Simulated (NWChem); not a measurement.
System: CH$_{5}$NOSi$_{2}$; SMILES [SiH2]1N=CO[SiH2]1

```xyz
10

C      1.5613    -0.0382     0.0000
N      1.0223    -1.1904     0.0000
Si    -0.7452    -1.2057     0.0000
Si    -0.7951     1.1404     0.0000
O      0.9351     1.1770     0.0000
H      2.6456     0.0968     0.0000
H     -1.2812    -1.8842     1.2085
H     -1.2812    -1.8842    -1.2085
H     -1.2614     1.8658    -1.2096
H     -1.2614     1.8658     1.2096
```
Atoms are numbered in this order, from 1.

Computed with NWChem. All runs use the structure optimised with B3LYP/6-31G* (spherical d). B3LYP is NWChem's, with the RPA form of VWN correlation.

For level B3LYP/cc-pVTZ:

| Property | Value |
|---|---|
| highest occupied level (eV) | -7.16 |

What are these values for level B3LYP/cc-pVDZ?


| Quantity | Result |
|---|---|
| highest occupied level (eV) | -7.00 |
